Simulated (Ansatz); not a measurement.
`NB[SiH2]O` + `CC` → `CC[SiH2]O` + `BN`  (formal exchange of groups at the Si–B bond)

Computed with Ansatz on PBE0-D4/def2-TZVP structures; ΔE is electronic, products minus reactants. CBS: MP2 limit from def2 TZ/QZ plus the TZ coupled-cluster correction, frozen cores. This one scheme is used for every species. DFT in def2-TZVPP. One conformer a species, not always the lowest.

| species | PBE0 energy (Eh) |
| --- | --- |
| `NB[SiH2]O` | -447.76983 |
| `CC` | -79.75207 |
| `CC[SiH2]O` | -445.56178 |
| `BN` | -81.96498 |

(1) Work out ΔE.

Largest T1 diagnostic among the species: 0.013.

Results:

(1) ΔE = (-445.56178) + (-81.96498) − (-447.76983) − (-79.75207) = -0.00486 Eh = -12.8 kJ/mol. CCSD(T)/CBS gives -20.9 kJ/mol.

At CCSD(T), def2-SVP lies +7.5 kJ/mol from the extrapolated value and def2-TZVPP +0.8 kJ/mol. From BLYP to BHLYP (50 % exact exchange), in def2-TZVPP and without D4, ΔE moves by −8.2 kJ/mol.
